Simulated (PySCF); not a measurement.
Work out the structure from these simulated measurements.

Elements present: C, F, H and Si. Monoisotopic mass: 154.0614 u.

- 13C NMR: chemical shifts (computed TMS as zero) by class: 97.9 (1 C), 88.7 (1 C), 84.6 (1 C), 84.5 (1 C), 79.7 (1 C), 33.3 (1 C), 5.2 (1 C), -9.6 (1 C) ppm [GIAO PBE0/pcSseg-1]
- NMR, other nuclei: isotropic shieldings of nuclei other than C and H, by class: 365 (1 F), 382 (1 Si) ppm [GIAO PBE0/pcSseg-1]
- 1H NMR: chemical shifts (computed TMS as zero) by class: 4.67 (1 H), 4.23 (1 H), 3.14 (1 H), 2.90 (1 H), 2.17 (3 H), 1.48 (1 H), 0.41 (3 H) ppm [GIAO PBE0/pcSseg-1]
- Rotational structure: rotational constants A, B, C: 1.025, 0.952, 0.674 GHz [GFN2-xTB]
- Dipole: 1.99 D [PBE0/pcSseg-1]

Gas-phase values; electronic properties from PySCF, density fitting. Levels stand in brackets. The structure is a single GFN2-xTB conformer in the gas phase; no vibrational or solvent corrections. Each NMR value is the plain mean over a class of atoms that symmetry, rotation or inversion makes alike.

Task: Which formula fits the mass and the elements?

Result: C8H11FSi (calculated 154.0614). No other formula that holds each of these elements comes within 0.0003 u with a fitting electron parity and a possible valence count.

Task: What is the compound? Reason from the data.

Result: Numbering: `[CH:1]#[C:2][CH2:3][C@:4]([F:5])([C:6]#[C:7][CH3:8])[SiH2:9][CH3:10]`. Its formula, C8H11FSi, gives 4 degrees of unsaturation: 0 rings and 4 π bonds in the structure found. 8 carbons fall into 8 classes; from least to most shielded: alkyne carbon [C7] (97.9 ppm), sp3 C–F carbon [C4] (88.7 ppm), alkyne carbon [C6] (84.6 ppm), alkyne carbon [C2] (84.5 ppm), terminal alkyne carbon [C1] (79.7 ppm), propargylic carbon [C3] (33.3 ppm), propargylic carbon [C8] (5.2 ppm), Si-methyl carbon [C10] (-9.6 ppm). Hydrogen classes from least to most shielded: 1 H on an SiH2 silicon, Si9 (4.67 ppm), 1 H on an SiH2 silicon, Si9 (4.23 ppm), 1 H on a propargylic carbon, C3 (3.14 ppm), 1 H on a propargylic carbon, C3 (2.90 ppm), 3 H on a propargylic carbon, C8 (2.17 ppm), 1 H on a terminal alkyne carbon, C1 (1.48 ppm), 3 H on an Si-methyl carbon, C10 (0.41 ppm, a mean of values up to 0.5 ppm apart in this geometry). The other shieldings belong to: 365 ppm, alkyl fluorine [F5]; 382 ppm, SiH2 silicon [Si9]. The optimised geometry has point group C1 and is an asymmetric top. Structure: `C#CC[C@](F)(C#CC)[SiH2]C`. Computed isomers that give other values at the same levels: `F[C@@H]1C[Si@@H]1CC#CC1CC1` (13C chemical shifts (computed TMS as zero) by class: 90.6 (1 C), 79.2 (1 C), 76.0 (1 C), 10.9 (1 C), 10.9 (1 C), 7.5 (1 C), 2.5 (1 C), -0.2 (1 C) ppm). The assignments are read from this structure; whether some other isomer fits the data as well wasn't checked. The mirror image fits equally.

Conformer computed: `[CH:1]#[C:2][CH2:3][C@:4]([F:5])([C:6]#[C:7][CH3:8])[SiH2:9][CH3:10]`: C2–C3–C4–F5 -179°, C3–C4–Si9–C10 -172°.
